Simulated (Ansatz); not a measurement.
```xyz
2

Cu    0.0000    0.0000   -0.0453
H     0.0000    0.0000    1.3128
```

Basis set: def2-TZVP (spherical functions). Left uncorrelated: 5 orbitals. Charge 0, multiplicity 1.

Computed with Ansatz (development build ahead of 0.2.0); each method stands on the lowest determinant of its kind that the runs found. Restricted open shells among the atoms or ions are ROHF, correlated in semicanonical orbitals with singles.

(1) Give the atomization energy at this shape (free ground-state atoms in the same class of orbitals less the molecule, no zero-point energy) of singlet CuH by RHF-MP2, RHF.

Results:

(1)

```tsv
method	atomization energy
RHF-MP2	232.9 kJ/mol
RHF	104.6 kJ/mol
```
